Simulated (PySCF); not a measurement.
HBr, CCSD: how much the basis matters

PySCF, RHF reference; singlet, unpaired electrons none; De to H + Br without counterpoise correction. Frozen cores follow the default of each basis and core potential.

```
                     basis                           relativity  functions  Re (Å)  ωe (cm⁻¹)  De (eV)  frozen orbitals
aug-cc-pVDZ/aug-cc-pVDZ-PP  scalar-relativistic core potentials         41   1.424       2672     3.82                4
        cc-pVTZ/cc-pVTZ-PP  scalar-relativistic core potentials         53   1.409       2705     3.93                4
                def2-TZVPP                        no relativity         62   1.413       2693     3.95                9
               def2-TZVPPD                        no relativity         74   1.413       2695     3.96                9
```

How does each smaller set differ from the one with most functions, def2-TZVPPD?

aug-cc-pVDZ/aug-cc-pVDZ-PP: +1.1 pm, -0.9 % in ωe, -0.14 eV in De; cc-pVTZ/cc-pVTZ-PP: -0.4 pm, +0.4 % in ωe, -0.03 eV in De; def2-TZVPP: +0.0 pm, -0.1 % in ωe, -0.01 eV in De. All at CCSD; the set with most functions is neither the basis-set limit nor always the best. The rows treat relativity differently, so the differences are not basis effects alone.

Measured (Huber and Herzberg, Constants of Diatomic Molecules (1979)): Re = 1.414435 Å, ωe = 2648.975 cm⁻¹. Correlated steps freeze the inner cores (4 to 9 orbitals); shallow outer-core shells are correlated. Correlated levels converge slowly with the basis: in double zeta they bind strong bonds too weakly, by up to about 1 eV, and carry superposition errors of some tenths. Where the molecule has an RHF reference, its open-shell atoms are computed with UHF.
